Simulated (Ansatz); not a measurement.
Reaction: H4BPO (SMILES OBP) → H3BPO (SMILES O[B]P, doublet) + H (doublet) (the B-H bond breaks)
Each species at its own B3LYP-D3(BJ)/def2-TZVP minimum (Ansatz, a first-principles code), one conformer.

Total energies in hartree (Ansatz). UHF or UKS for unpaired electrons; spin-orbit terms are left out. Correlated methods leave the cores frozen. No relativity. Where a partner has so few electrons that a lower coupled-cluster level is exact, that level stands in.

```csv
species,HF/cc-pV(T+d)Z,CCSD(T)/cc-pV(T+d)Z,HF/cc-pV(Q+d)Z,CCSD(T)/cc-pV(Q+d)Z,CCSD(T)/cc-pV(D+d)Z,CCSDT(Q)/cc-pV(D+d)Z
1: H4BPO (SMILES OBP),-442.71233,-443.26821,-442.72347,-443.31356,-443.11459,-443.11662
"2: H3BPO (SMILES O[B]P, doublet)",-442.07763,-442.59958,-442.08888,-442.64402,-442.45073,-442.45289
3: H (doublet),-0.49981,-0.49981,-0.49995,-0.49995,-0.49928,-0.49928
```

Problem. Work out the bond dissociation energy (electronic) in kcal/mol: take Hartree-Fock from cc-pV(Q+d)Z, extrapolate the CCSD(T) correlation energy as X^-3 (X = 3, 4), and add CCSDT(Q) - CCSD(T) in cc-pV(D+d)Z. 1 hartree = 627.51 kcal/mol.

Solution. 
Species 1: correlation (64·(-0.59009) - 27·(-0.55588))/37 = -0.61505; step -0.00203; E1 = -442.72347 + (-0.61505) + (-0.00203) = -443.34055
Species 2: correlation (64·(-0.55514) - 27·(-0.52195))/37 = -0.57936; step -0.00216; E2 = -442.08888 + (-0.57936) + (-0.00216) = -442.67040
Species 3: correlation (64·(0.00000) - 27·(0.00000))/37 = 0.00000; step +0.00000; E3 = -0.49995 + (0.00000) + (+0.00000) = -0.49995
-1·E1 +1·E2 +1·E3 = 0.17020 hartree = 106.8 kcal/mol.
